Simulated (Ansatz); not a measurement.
`C#C[O][SbH2]` + `BO` → `O[BH][SbH2]` + `C#CO` at 500 K and 1 bar (formal exchange of groups at the Sb–O bond).

Program: Ansatz. Geometries: PBE0-D4/def2-TZVP. ΔE: electronic, gas phase. CCSD(T)/CBS adds triple-zeta CCSD(T) − MP2 to the extrapolated MP2 energy (def2 sets, frozen cores). This one scheme is used for every species. Elements past krypton have def2 core potentials. For Sb outer-core shells are correlated without core-valence functions, which leaves a few kJ/mol of doubt a bond. One conformer a species, not always the lowest.

```csv
species,CCSD(T)/CBS energy (Eh),H − E (kJ/mol),S (J/(mol·K))
`C#C[O][SbH2]`,-392.99526,131.8,373.9
`BO`,-101.80414,113.6,256.0
`O[BH][SbH2]`,-342.41037,141.7,355.3
`C#CO`,-152.38380,108.9,279.1
```

H − E and S are ideal-gas, rigid-rotor, harmonic terms from PBE0-D4/def2-TZVP, for one conformer and one mirror image of each species. 1 Eh = 2625.50 kJ/mol, R = 8.31446 J/(mol·K).

Problem. By hand: ΔE, ΔH, ΔS and ΔG.

Solution. ΔE = (-342.41037) + (-152.38380) − (-392.99526) − (-101.80414) = 0.00523 Eh = 13.7 kJ/mol. Δ(H − E) = 141.7 + 108.9 − 131.8 − 113.6 = 5.2, so ΔH = 18.9 kJ/mol. ΔS = 355.3 + 279.1 − 373.9 − 256.0 = 4.5 J/(mol·K). ΔG = 18.9 − 500 × (4.5)/1000 = 16.6 kJ/mol.

Problem. By hand: the equilibrium constant, and the temperature at which ΔG would vanish if ΔH and ΔS stayed fixed.

Solution. log₁₀ K = −ΔG/(RT ln 10) = -1.7. ΔG = 0 at ΔH/ΔS = 4200 K, far beyond where these terms or the molecules hold.

The number of gas molecules stays the same, so ΔS is small and ΔH decides. A doubt of 5 kJ/mol in ΔE shifts log₁₀ K by 0.5 here. Other conformers and mirror images would add mixing entropy, several J/(mol·K) or more a flexible species. These are equilibria of isolated gas molecules and say nothing of rates. Largest T1 diagnostic: 0.015 (customary marks: 0.02 for closed shells, 0.045 for open ones).
